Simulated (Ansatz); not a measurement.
Frontier orbitals of CH5FNOSTa (`C[O][Ta]([NH2])([F])=[S]`).

```xyz
11

C    -0.851   -1.461    1.306
O    -0.754   -0.379    0.418
Ta    0.089    0.382   -1.063
N     1.088    1.972   -0.489
F    -1.238    0.849   -2.316
S     1.543   -0.988   -1.900
H    -0.200   -2.278    0.986
H    -0.557   -1.136    2.307
H    -1.885   -1.811    1.336
H     2.067    2.139   -0.668
H     0.699    2.710    0.082
```

Charge 0, multiplicity 1. Correlated methods include outer-core shells of Ta, which these sets cover unevenly. Ta takes the def2 core potential. The structure was optimised at the PBE0-D4/def2-TZVP level. It is one conformer, not always the lowest. Basis def2-TZVPP, the Gaussian-basis code of Ansatz.

Orbital energies of one run (eV). Highest occupied ones, from the top: -9.51, -9.60, -10.45, -10.76, -11.80, -12.10, -14.20, -14.74, -14.91, -15.43, -15.86, -15.93, -16.39, -16.73. Empty: 0.78, 1.13, 1.34, 1.68, 2.18, 2.47.

Which functional gave them?
A. PBE
B. B97M-V
C. PBE0
D. ωB97M-V

D. HOMO energies: ωB97M-V -9.51, PBE -6.21, B97M-V -6.52, PBE0 -7.40 eV.
